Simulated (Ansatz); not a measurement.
System: ReF$_{2}$, charge 0, multiplicity 4. The spin state was set by rule; other spins were not relaxed. 
Coordinates optimised at B3LYP-D3(BJ)/def2-TZVP (Ansatz, a quantum-chemistry and plane-wave program):
```xyz
3

Re     0.0000     0.0000     0.0000
F      0.0000     0.0000    -1.8569
F      0.0000     0.0000     1.8569
```
Charge 0, spin multiplicity 4.

Total electronic energies in hartree. Cores are frozen in the correlated levels unless marked. Open shells are spin-unrestricted. Spin-orbit coupling is left out. Frozen are the shells of the preceding noble gas and the d and f shells that filled before the atom's block. Past Kr the def2 sets carry scalar-relativistic core potentials. CBS(X,Y): correlation extrapolated as X^-3; Hartree-Fock from the larger set. [CCSD(T)-MP2]/basis is that difference in the basis named. The program attaches cautions to a run behind CCSD/def2-SVP: other amplitudes. The program attaches cautions to a run behind CCSD(T)/def2-SVPD: other amplitudes. The program attaches cautions to a run behind RI-MP2/CBS(def2-TZVPPD,def2-QZVPPD)+[CCSD(T)-MP2]/def2-SVPD: other amplitudes.

The UHF reference is spin-contaminated (<S^2> 0.64 over the pure value in the largest basis). 

| level | program | energy (Eh) |
|---|---|---|
| HF/def2-QZVPPD | Ansatz | -276.55586 |
| PBE-D4/def2-TZVPD | Ansatz + dftd4 | -277.91834 |
| BLYP-D4/def2-TZVPD | Ansatz + dftd4 | -278.04884 |
| BLYP/def2-TZVPD | Ansatz | -278.04578 |
| revPBE-D3(BJ)/def2-TZVPD | Ansatz + dftd3 | -278.07404 |
| r2SCAN/def2-TZVPD | Ansatz | -278.02293 |
| B3LYP-D4/def2-TZVPD | Ansatz + dftd4 | -278.09019 |
| B3LYP/def2-TZVPD | Ansatz | -278.08786 |
| BHLYP/def2-TZVPD | Ansatz | -277.84994 |
| r2SCANh/def2-TZVPD | Ansatz | -277.98588 |
| HSE06-D4/def2-TZVPD | Ansatz + dftd4 | -277.84863 |
| LC-wPBE/def2-TZVPD | Ansatz | -277.96728 |
| wB97X/def2-TZVPD | Ansatz | -278.02828 |
| B2GP-PLYP-D4/def2-TZVPD | Ansatz + dftd4 | -277.65700 |
| B2PLYP-D4/def2-TZVPD | Ansatz + dftd4 | -277.74670 |
| RPA@PBE/def2-QZVPP | Ansatz | -277.63864 |
| RI-MP2/def2-TZVPP | Ansatz | -277.20877 |
| SCS-MP2/def2-TZVPPD | Ansatz | -277.17699 |
| CCSD/def2-SVP | Ansatz | -276.78069 |
| CCSD(T)/def2-SVPD | Ansatz | -276.84525 |
| RI-MP2/CBS(def2-TZVPPD,def2-QZVPPD)+[CCSD(T)-MP2]/def2-SVPD | Ansatz | -277.3567 |
| RI-MP2/CBS(def2-TZVPP,def2-QZVPP)+[CCSD(T)-MP2]/def2-TZVPP | Ansatz | -277.3574 |
| RI-MP2/CBS(def2-TZVPPD,def2-QZVPPD)+[CCSD(T)-MP2]/def2-TZVPPD | Ansatz | -277.3560 |

Totals of different functionals don't rank their quality; only differences between species are comparable.
